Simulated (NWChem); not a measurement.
Species: SiHOF, singlet; SMILES O[Si]F

```xyz
4

Si     0.6240     0.0017     0.0000
F     -0.4315    -1.2591     0.0000
O     -0.4337     1.2762     0.0000
H     -1.3841     1.0985     0.0000
```
Atoms are numbered in this order, from 1.

Results from NWChem. Pople sets run with spherical d functions. Low-valent species are run as closed-shell singlets; no triplet was tried in these runs. All runs use the structure optimised with PBE0/def2-SVP. Total energies of different functionals are on different scales.

```json
[
 {"level": "B3LYP/6-31G*", "energy (Ha)": "-465.2210", "highest occupied level (eV)": "-7.46", "orbital gap (eV)": "5.88", "dipole (D)": "1.02"},
 {"level": "PBE/6-31G*", "energy (Ha)": "-464.8792", "highest occupied level (eV)": "-6.44", "orbital gap (eV)": "4.24", "dipole (D)": "1.20"},
 {"level": "TPSS/6-31G*", "energy (Ha)": "-465.2316", "highest occupied level (eV)": "-6.58", "orbital gap (eV)": "4.42", "dipole (D)": "1.21"},
 {"level": "TPSSh/6-31G*", "energy (Ha)": "-465.2072", "highest occupied level (eV)": "-7.06", "orbital gap (eV)": "5.22", "dipole (D)": "1.15"},
 {"level": "PW91/6-31G*", "energy (Ha)": "-465.1334", "highest occupied level (eV)": "-6.50", "orbital gap (eV)": "4.24", "dipole (D)": "1.18"},
 {"level": "LC-BLYP (range parameter 0.33 per bohr)/6-31G*", "energy (Ha)": "-464.7211", "highest occupied level (eV)": "-9.91", "orbital gap (eV)": "10.64", "dipole (D)": "1.12"},
 {"level": "BP86/6-31G*", "energy (Ha)": "-465.2254", "highest occupied level (eV)": "-6.55", "orbital gap (eV)": "4.27", "dipole (D)": "1.20"}
]
```
